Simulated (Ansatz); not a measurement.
Molecular dynamics of H$_{4}$C$_{2}$O

input.yaml

```yaml
accuracy: low
crystal:
  lattice:
    - [7.113787, 0.0, 0.0]
    - [0.0, 7.113787, 0.0]
    - [0.0, 0.0, 7.113787]
  atoms:
    - { symbol: C, position: [0.76035099, 0.73014537, 1.0060954] }
    - { symbol: C, position: [0.80726269, 0.85744793, 0.90406444] }
    - { symbol: H, position: [0.84429106, 0.97268678, 0.81443072] }
    - { symbol: H, position: [0.71851206, 0.62089819, 1.10170394] }
    - { symbol: C, position: [0.84041646, 0.48698256, 0.48310767] }
    - { symbol: C, position: [0.71566691, 0.60168625, 0.47260903] }
    - { symbol: H, position: [0.60105134, 0.69945414, 0.46669078] }
    - { symbol: H, position: [0.95182194, 0.38482249, 0.49589322] }
    - { symbol: C, position: [0.61579509, 0.11550844, 0.3401405] }
    - { symbol: C, position: [0.53479325, 0.16403784, 0.19782857] }
    - { symbol: H, position: [0.4651838, 0.20344274, 0.06722615] }
    - { symbol: H, position: [0.68599765, 0.07400609, 0.46826593] }
    - { symbol: C, position: [0.34065538, 0.63465107, 0.73852737] }
    - { symbol: C, position: [0.24287158, 0.71856412, 0.62745793] }
    - { symbol: H, position: [0.16242017, 0.79387551, 0.52212492] }
    - { symbol: H, position: [0.42757725, 0.55846206, 0.83537377] }
    - { symbol: O, position: [0.21495816, 0.26264683, 0.4988923] }
    - { symbol: H, position: [0.27512681, 0.38462546, 0.51952237] }
    - { symbol: H, position: [0.29462809, 0.20011668, 0.4047187] }
    - { symbol: O, position: [0.17250781, 0.51293383, 0.10673881] }
    - { symbol: H, position: [0.09232549, 0.43700372, 0.18770188] }
    - { symbol: H, position: [0.09746664, 0.53506518, -0.00594323] }
    - { symbol: O, position: [0.12331995, 0.89431288, 0.25391352] }
    - { symbol: H, position: [-0.00085576, 0.91392226, 0.19948066] }
    - { symbol: H, position: [0.15726218, 0.77084154, 0.2021055] }
    - { symbol: O, position: [0.44197805, 0.12403046, 0.79295565] }
    - { symbol: H, position: [0.4193032, -0.00773205, 0.82122929] }
    - { symbol: H, position: [0.34818746, 0.1555749, 0.69616122] }
basis:
  ecutwfc: 420.0
kpoints:
  mp_grid: { grid: [1, 1, 1] }
hamiltonian:
  xc: pbe
scf:
  occupations: { method: fermi_dirac, width: 0.05 }
  lower_state_search: "off"
md:
  timestep: 0.5
  n_steps: 300
  ensemble: nvt_langevin
  temperature: 500.0
  initial_velocities: maxwell_boltzmann
  seed: 169933
  friction: 0.02
```

Command:

```bash
$ ansatz run input.yaml --threads 1 --pin off --max-ram 3072MiB --backend cpu --events-out ev --progress --plain --runs-dir out
```

It starts from a partly relaxed structure (largest force component 0.29 eV/Å).

Output, in part (step lines):

```
md step     0: t =     0.00 fs  T =   482.1 K  F+E_penalty+E_count = -4523.64364696 eV  E_kin = 1.745010 eV  (10 SCF iters)
md step     1: t =     0.50 fs  T =   462.1 K  F+E_penalty+E_count = -4523.59927074 eV  E_kin = 1.672587 eV  (9 SCF iters)
md step     2: t =     1.00 fs  T =   435.0 K  F+E_penalty+E_count = -4523.49723305 eV  E_kin = 1.574246 eV  (9 SCF iters)
md step     3: t =     1.50 fs  T =   414.7 K  F+E_penalty+E_count = -4523.37533601 eV  E_kin = 1.500998 eV  (9 SCF iters)
md step     4: t =     2.00 fs  T =   397.5 K  F+E_penalty+E_count = -4523.26632739 eV  E_kin = 1.438550 eV  (9 SCF iters)
md step     5: t =     2.50 fs  T =   394.7 K  F+E_penalty+E_count = -4523.19572863 eV  E_kin = 1.428594 eV  (6 SCF iters)
md step     6: t =     3.00 fs  T =   391.9 K  F+E_penalty+E_count = -4523.17392938 eV  E_kin = 1.418229 eV  (7 SCF iters)
md step     7: t =     3.50 fs  T =   387.6 K  F+E_penalty+E_count = -4523.18766225 eV  E_kin = 1.402765 eV  (7 SCF iters)
[... lines left out ...]
md step   300: t =   150.00 fs  T =   466.3 K  F+E_penalty+E_count = -4522.58966930 eV  E_kin = 1.687678 eV  (8 SCF iters)
```

The steps, from the saved trajectory:

```csv
time (fs),T (K),potential energy less start (eV)
0.0,482,0.000
5.0,440,0.407
10.0,410,0.601
15.0,347,0.819
20.0,392,0.823
25.0,420,0.980
30.0,474,1.156
35.0,529,1.317
40.0,542,1.330
45.0,530,1.302
50.0,585,1.142
55.0,553,1.268
60.0,629,1.325
65.0,608,1.383
70.0,511,1.533
75.0,572,1.116
80.0,512,1.216
85.0,601,1.202
90.0,465,1.669
95.0,476,1.637
100.0,525,1.286
105.0,484,1.399
110.0,465,1.514
115.0,454,1.429
120.0,528,1.128
125.0,477,1.266
130.0,414,1.175
135.0,362,1.163
140.0,403,0.848
145.0,476,0.765
150.0,466,1.054
```

The run went to its last step. A run of 0.15 ps of so small a system gives no equilibrium averages. Limits of this set-up: coarse k mesh, low accuracy level.

Mean squared displacements from the first frame to the last, about the centre of mass: C 0.20 Å², H 0.83 Å², O 0.54 Å².

Last frame:

```xyz
28
Lattice="7.1138 0.0000 0.0000 0.0000 7.1138 0.0000 0.0000 0.0000 7.1138" Properties=species:S:1:pos:R:3
C 4.993 5.161 7.594
C 5.543 5.701 6.675
H 5.994 6.305 5.924
H 4.576 4.715 8.414
C 5.674 3.247 3.522
C 4.707 3.964 3.502
H 3.813 4.518 3.760
H 6.528 2.586 3.358
C 4.192 0.989 2.130
C 4.053 1.210 0.963
H 3.922 1.543 -0.002
H 4.392 0.925 3.159
C 1.814 4.577 5.450
C 1.522 5.416 4.691
H 1.407 6.156 3.875
H 2.007 3.717 5.974
O 1.609 1.425 3.052
H 2.542 1.353 2.630
H 1.034 0.831 2.547
O 1.459 3.570 1.143
H 1.458 2.905 1.911
H 0.500 3.890 1.069
O 0.134 6.662 2.142
H -0.790 6.613 1.884
H 0.507 5.796 2.027
O 3.610 0.706 4.991
H 3.181 -0.014 5.517
H 2.993 1.416 4.796
```

Time of the run: 4 min on 1 thread of Intel(R) Xeon(R) 6975P-C (Granite Rapids), with other jobs on the host, peak memory 0.45 GiB.
